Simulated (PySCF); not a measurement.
**Li3N, singlet: molecular constants**

These are results of PBE0 in PySCF with N def2-TZVP, Li def2-TZVP; no relativity; density-fitted integrals, not measurements.

The structure is a minimum.

```json
{"Point group": "D3h", "Bond lengths": "Li–Li 2.978 Å (×3), N–Li 1.719 Å (×3)", "Bond angles": "Li–Li–Li 60.0° (×3), Li–Li–N 30.0° (×6), Li–N–Li 120.0° (×3)", "Highest occupied level": "-3.11 eV", "Zero-point energy": "18.2 kJ/mol", "Entropy at 298.15 K and 1 bar": "264.0 J/(mol K)", "Lowest empty level": "-0.72 eV", "Heat capacity Cp at 298.15 K": "64.3 J/(mol K)", "Enthalpy at 298.15 K above 0 K": "15.10 kJ/mol", "Principal polarisabilities": "112.9, 112.9, 113.2 bohr³", "Principal quadrupole moments (Buckingham, traceless) about the centre of mass": "-18.51, 9.25, 9.25 D Å", "Dipole moment": "0.00 D", "Rotational constants": "0.542, 0.542, 0.271 cm⁻¹", "Atomisation energy without zero-point energy": "608 kJ/mol", "Rotational symmetry number": "6"}
```

Harmonic modes (masses in u: N 14.003, Li 7.016):
```
symmetry  ω (cm⁻¹)  IR (km/mol, summed over degenerate members)
    a2''       131                                          124
      e'       217                                         59.3
     a1'       688                                          0.0
      e'       900                                          153
```

In D3h the vibrations span a2'' + 2e' + a1'. The a1' mode carries no infrared intensity, as symmetry demands.

Charges (e):
| atom | Mulliken | Löwdin | polar tensor | Mayer order to N1 |
| --- | --- | --- | --- | --- |
| N1 | -1.51 | -0.99 | -0.98 | – |
| Li2,3,4 | 0.50 | 0.33 | 0.33 | 0.78 |

Mulliken populations on N1: s 3.90, p 4.61, d 0.01, f 0.00.

Outer orbital energies (eV). occupied: -15.15, -3.70, -3.70, -3.11; empty: -0.72, -0.04, -0.04, 1.99.

This need not be the most stable arrangement of these atoms.

The final relaxation and frequency run took 12 s on 2 threads of a shared Arm Neoverse N1 host, with 73 basis functions and 7 gradients; the process peaked at 0.84 GiB. Launch command: `OMP_NUM_THREADS=2 python axn.py task.json out`.
